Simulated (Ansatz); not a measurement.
Calculated with Ansatz (gas phase, PBE0-D4/def2-TZVP geometries, no zero-point term in ΔE). CBS: MP2 limit from def2 TZ/QZ plus the TZ coupled-cluster correction, frozen cores. Functionals use def2-TZVPP. For Br, Ge outer-core shells are correlated without core-valence functions, which leaves a few kJ/mol of doubt a bond. Scalar relativity is left out up to krypton. One conformer a species, not always the lowest.

Consider the ligand exchange at a B–Br bond: `FBBr` + `C[NH][GeH3]` → `C[N]([GeH3])BF` + HBr.

`FBBr`:

```xyz
4

F     1.083   -0.564   -0.630
B     0.140    0.096   -0.007
Br   -1.563   -0.725    0.229
H     0.340    1.193    0.408
```

`C[NH][GeH3]`:

Z-matrix (Å, degrees):
```
C
N 1 1.450
H 1 1.100 2 114.8
H 1 1.094 2 110.2 3 121.9
H 1 1.094 2 109.5 3 -120.8
Ge 2 1.838 1 118.0 3 67.0
H 2 1.010 1 111.6 3 -66.0
H 6 1.549 2 113.3 1 -56.3
H 6 1.536 2 107.2 1 -177.3
H 6 1.537 2 107.0 1 63.0
```

`C[N]([GeH3])BF`:

Z-matrix (Å, degrees):
```
C
N 1 1.452
H 1 1.095 2 111.5
H 1 1.091 2 110.0 3 -119.8
H 1 1.095 2 111.5 3 120.5
Ge 2 1.862 1 115.4 3 -60.3
B 2 1.393 1 120.9 3 119.7
H 6 1.539 2 107.2 1 58.7
H 6 1.527 2 109.6 1 -179.8
H 6 1.539 2 107.2 1 -58.3
F 7 1.341 2 120.3 1 -180.0
H 7 1.199 2 121.7 1 0.0
```

HBr:

```xyz
2

Br   -0.013    0.627    0.334
H     0.013   -0.627   -0.334
```

Problem. Is it downhill or uphill in electronic energy at CCSD(T)/CBS, and by how much? (Estimate.)

Solution. The calculation gave: Downhill: ΔE = -14.7 kcal/mol.

Problem. What do these levels give: LDA (SPW92), revPBE-D4, r2SCAN-D4, CAM-B3LYP-D4, ωB97X-V, HF/def2-QZVPP? (Best estimate.)

Solution. The calculation gave: LDA (SPW92) -17.0, revPBE-D4 -13.5, r2SCAN-D4 -14.2, CAM-B3LYP-D4 -16.3, ωB97X-V -14.7, HF/def2-QZVPP -13.5 kcal/mol.

Problem. What do rigid-rotor, harmonic-oscillator terms from PBE0-D4/def2-TZVP frequencies (298.15 K, 1 bar) make of the CCSD(T)/CBS value? (Estimate.)

Solution. The calculation gave: ΔZPE = -1.9 kcal/mol, ΔH = -16.0 kcal/mol, ΔS = -24 J/(mol·K), ΔG = -14.3 kcal/mol.

Largest T1 diagnostic among the species: 0.012.

In def2-TZVPP, CCSD(T) changes the Hartree–Fock value by −2.0 kcal/mol (the triples alone add −0.1 kcal/mol) and MP2 by −1.4 kcal/mol. At CCSD(T), def2-SVP lies −2.7 kcal/mol from the extrapolated value and def2-TZVPP −0.8 kcal/mol.
